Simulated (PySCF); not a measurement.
ClGa (SMILES [Cl][Ga]), singlet, at a GFN2-xTB geometry (such geometries of metal compounds can be far from the true shape). Base run: R2SCAN/def2-SV(P) in PySCF.

PySCF was given this input:
```python
from pyscf import gto, scf, dft

mol = gto.Mole()
mol.atom = '''
    Ga   -0.00000000   -0.00000000   -0.76826451
    Cl    0.00000000    0.00000000    1.40095293
'''
mol.basis = 'def2-sv(p)'
mol.verbose = 4
mol.build()

mf = dft.RKS(mol)
mf.xc = 'r2scan'
mf.kernel()
mf.analyze()
```

The base run was repeated with changes; each row names its change, and settings that it needs were set with it.

```
change                             ΔE vs base (mEh)  fitting functions  dipole (D)
---------------------------------  ----------------  -----------------  ----------
base                                          0.000                  -        1.62
auxbasis = def2-tzvp-ri                           ?                  ?        1.70
auxbasis = cc-pvtz-jkfit                     -0.116                328        1.62
auxbasis = even-tempered beta=3.0                 ?                  ?           ?
auxbasis = def2-universal-jkfit              -0.032                394        1.62
auxbasis = cc-pvtz-ri                             ?                  ?        1.70
auxbasis = cc-pvdz-jkfit                     -0.121                283        1.62
auxbasis = def2-svp-ri                     -10625.8                189        1.72
auxbasis = even-tempered beta=2.0            -0.046                484        1.62
auxbasis = even-tempered beta=1.6            -0.002                698        1.62
```

### Question
What belongs in the gaps?

### Answer

- auxbasis = def2-tzvp-ri, ΔE vs base (mEh): -9804.6
- auxbasis = def2-tzvp-ri, fitting functions: 272
- auxbasis = even-tempered beta=3.0, ΔE vs base (mEh): -30.473
- auxbasis = even-tempered beta=3.0, fitting functions: 316
- auxbasis = even-tempered beta=3.0, dipole (D): 1.65
- auxbasis = cc-pvtz-ri, ΔE vs base (mEh): -9852.8
- auxbasis = cc-pvtz-ri, fitting functions: 288

A fitting set is made for a task (jfit for Coulomb, jkfit for Coulomb and exchange, ri for correlation) and for a family of orbital bases.
